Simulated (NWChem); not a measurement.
System: CH4GeO2; SMILES [C]([GeH3])(=O)O

Excerpt of the output:

```
             Northwest Computational Chemistry Package (NWChem) 7.3.0
             --------------------------------------------------------

                             Geometry "geometry" -> ""
                             -------------------------

 Output coordinates in angstroms (scale by  1.889725989 to convert to a.u.)

  No.       Tag          Charge          X              Y              Z
 ---- ---------------- ---------- -------------- -------------- --------------
    1 O                    8.0000     1.08381200    -1.70032200    -0.00010400
    2 C                    6.0000     0.07859800    -1.02973800    -0.00044300
    3 O                    8.0000    -1.16586900    -1.57125400     0.00011600
    4 Ge                  32.0000     0.00330900     0.97491800    -0.00047300
    5 H                    1.0000    -1.04801500    -2.54466300     0.00100100
    6 H                    1.0000    -0.76150900     1.44809900    -1.25443500
    7 H                    1.0000     1.45497000     1.48529300    -0.01474200
    8 H                    1.0000    -0.73564700     1.44703400     1.26933000

 Effective nuclear repulsion energy (a.u.)     257.5456708797

                              NWChem Property Module
                              ----------------------

  itol2e modified to match energy
  convergence criterion.

                                 NWChem DFT Module
                                 -----------------

 Summary of "ao basis" -> "ao basis" (spherical)
 ------------------------------------------------------------------------------
       Tag                 Description            Shells   Functions and Types
 ---------------- ------------------------------  ------  ---------------------
 O                          pcsseg-1                 7       17   3s3p1d
 C                          pcsseg-1                 7       17   3s3p1d
 Ge                         pcsseg-1                15       41   5s7p3d
 H                          pcsseg-1                 3        5   2s1p

  itol2e modified to match energy
  convergence criterion.

[...]

          -----------------------------------------
          Chemical Shielding Tensors (GIAO, in ppm)
          -----------------------------------------

                                NWChem CPHF Module
                                ------------------

  scftype          =     RHF
  nclosed          =       29
  nopen            =        0
  variables        =     2407
  # of vectors     =        3
  tolerance        = 0.10D-03
  level shift      = 0.00D+00
  max iterations   =       50
  max subspace     =       30

 SCF residual:    4.4284385229581766E-005

Iterative solution of linear equations
  No. of variables     2407
  No. of equations        3
  Maximum subspace       30
        Iterations       50
       Convergence  1.0D-04

   iter   nsub   residual    time
   ----  ------  --------  ---------
     1      3    7.63D-01      87.4
     2      6    9.39D-02      97.2
     3      9    5.21D-03     106.7
     4     12    3.81D-04     114.7
     5     15    1.42D-05     122.8

      Atom:    1  O
        Diamagnetic
    412.9389    -10.4761      0.0051
    -10.4761    400.0721      0.0002
      0.0051      0.0002    396.1016

        Paramagnetic
   -929.3902      7.0399      0.1801
      7.0399   -670.0830      0.1972
      0.1801      0.1972   -194.2234

        Total Shielding Tensor
   -516.4513     -3.4362      0.1852
     -3.4362   -270.0109      0.1974
      0.1852      0.1974    201.8782

           isotropic =    -194.8613
          anisotropy =    -482.4569

          Principal Components and Axis System
                 1           2           3
             -516.4993   -269.9631    201.8783

      1         0.9999     -0.0139      0.0003
      2         0.0139      0.9999      0.0004
      3        -0.0003     -0.0004      1.0000

      Atom:    2  C
        Diamagnetic
    266.7054     -2.8260     -0.0035
     -2.8260    258.3399     -0.0091
     -0.0035     -0.0091    233.7485

        Paramagnetic
   -300.6496    -67.0707      0.0710
    -67.0707   -293.6117      0.0884
      0.0710      0.0884   -162.6822

        Total Shielding Tensor
    -33.9442    -69.8967      0.0674
    -69.8967    -35.2718      0.0793
      0.0674      0.0793     71.0663

           isotropic =       0.6168
          anisotropy =    -157.6870

          Principal Components and Axis System
                 1           2           3
             -104.5079     71.0664     35.2919

      1         0.7037      0.0003      0.7105
      2         0.7105      0.0006     -0.7037
      3        -0.0006      1.0000      0.0002

      Atom:    3  O
        Diamagnetic
    397.3914      7.9995     -0.0105
      7.9995    404.5554     -0.0242
     -0.0105     -0.0242    377.3801

        Paramagnetic
   -265.4896    152.9436     -0.1023
    152.9436   -403.3524      0.0294
     -0.1023      0.0294   -261.4750

        Total Shielding Tensor
    131.9018    160.9431     -0.1128
    160.9431      1.2030      0.0052
     -0.1128      0.0052    115.9051

           isotropic =      83.0033
          anisotropy =     235.8804

          Principal Components and Axis System
                 1           2           3
              240.2569    115.9051   -107.1520

      1         0.8295      0.0004     -0.5585
      2         0.5585      0.0007      0.8295
      3        -0.0007      1.0000     -0.0003

      Atom:    4  Ge
        Diamagnetic
   2752.3822      0.0121      0.0012
      0.0121   2762.9866      0.0008
      0.0012      0.0008   2751.8294

[...]
```

Level: PBE0/pcSseg-1, GIAO. Coordinates come from a B3LYP/6-31G* (spherical d) optimisation. The printed shielding anisotropy is the first printed principal value minus the mean of the other two.

Problem. Which NWChem input produces such a log?

Solution. Several could match; the one computed here: the input that was run:
```
start job
memory heap 200 mb stack 900 mb global 1100 mb
geometry units angstroms noautosym nocenter noautoz
  O      1.083812    -1.700322    -0.000104
  C      0.078598    -1.029738    -0.000443
  O     -1.165869    -1.571254     0.000116
  Ge     0.003309     0.974918    -0.000473
  H     -1.048015    -2.544663     0.001001
  H     -0.761509     1.448099    -1.254435
  H      1.454970     1.485293    -0.014742
  H     -0.735647     1.447034     1.269330
end
basis spherical
  * library pcsseg-1
end
dft
  xc pbe0
  iterations 150
end
property
  shielding 7 1 2 3 4 5 6 7
end
task dft property
```
